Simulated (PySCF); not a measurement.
# How methods differ on the ionisation energy of Ge¹⁴⁺

Ge¹⁴⁺ [Ar] (1S) → Ge¹⁵⁺ [Ne] 3s2 3p5 (2P), as a difference of total energies. All numbers are calculated (PySCF 2.14, no relativity, point nucleus, in an uncontracted even-tempered set (17 s from 1.1 bohr⁻², ratio 2.5; 11 p from 1.4 bohr⁻², ratio 2.5; 5 d from 8.6 bohr⁻², ratio 2.7; 4 f from 13 bohr⁻², ratio 2.7)). Correlated levels: outer shells: 1s2 frozen; virtual orbitals above 40 to 60 times the deepest correlated orbital energy dropped. The calculations carry no spin-orbit coupling.

| method | ionisation energy (eV) |
| --- | --- |
| UHF | 526.64 |
| PBE | 527.95 |
| r2SCAN | 528.39 |
| M06-L | 528.55 |
| BLYP | 527.78 |
| MP2 (outer shells) | 527.54 |
| SCS-MP2 (outer shells) | 527.41 |

Q: Estimate what PBE0 gives.

A: 528.10 eV, closest to PBE among the rows shown.

Q: Estimate what LDA gives.

A: 528.15 eV, closest to PBE among the rows shown.

A first-order spin-orbit estimate (lowest level to lowest level, LS coupling) adds -1.785 eV.

All relativistic terms are absent from these numbers, so their closeness to the reference says little about the methods.

For comparison: 527.9 ± 1.6 eV (semi-empirical (NIST evaluation); NIST Atomic Spectra Database, ionization energies).
